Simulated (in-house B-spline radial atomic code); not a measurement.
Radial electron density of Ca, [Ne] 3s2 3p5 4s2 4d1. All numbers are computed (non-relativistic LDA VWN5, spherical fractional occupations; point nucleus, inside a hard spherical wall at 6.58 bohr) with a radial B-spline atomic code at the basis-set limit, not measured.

Columns: r (bohr), 4πr²n(r) (electrons per bohr), bar.

```
 0.00307   0.5551 #
  0.0037   0.7863 #
 0.00447    1.113 ##
 0.00538    1.555 ###
 0.00649    2.164 ####
 0.00783    2.986 #####
 0.00944     4.07 #######
  0.0114    5.489 ##########
  0.0137    7.233 #############
  0.0165    9.386 #################
  0.0199    11.93 ######################
   0.024    14.75 ###########################
   0.029    17.68 ################################
   0.035    20.36 #####################################
  0.0421    22.36 #########################################
  0.0508    23.36 ##########################################
  0.0613    23.05 ##########################################
  0.0739    21.52 #######################################
  0.0891    19.35 ###################################
   0.107    17.54 ################################
   0.129    17.04 ###############################
   0.156    18.48 ##################################
   0.188    21.27 #######################################
   0.227    23.86 ###########################################
   0.274    24.22 ############################################
    0.33    21.36 #######################################
   0.398    15.96 #############################
    0.48    10.32 ###################
   0.578    6.787 ############
   0.697    6.052 ###########
   0.841    6.885 #############
    1.01    7.283 #############
    1.22    6.233 ###########
    1.47    4.222 ########
    1.78    2.328 ####
    2.14    1.328 ##
    2.58    1.039 ##
    3.11     1.04 ##
    3.75   0.9844 ##
    4.53   0.7162 #
    5.46   0.2714 
    6.51 0.001152
```

On this grid the curve has 4 maxima, near 0.0508, 0.274, 1.01, 3.11 bohr.

The 4d radial function P(r) = rR(r), positive near the nucleus:

| r (bohr) | P |
| --- | --- |
| 0.035 | 0.0007864 |
| 0.0508 | 0.002182 |
| 0.0739 | 0.005854 |
| 0.107 | 0.01472 |
| 0.156 | 0.03508 |
| 0.227 | 0.076 |
| 0.33 | 0.1468 |
| 0.48 | 0.2464 |
| 0.697 | 0.3449 |
| 1.01 | 0.3769 |
| 1.47 | 0.2639 |
| 2.14 | -0.02865 |
| 3.11 | -0.4263 |
| 4.53 | -0.6082 |
| 6.51 | -0.02833 |
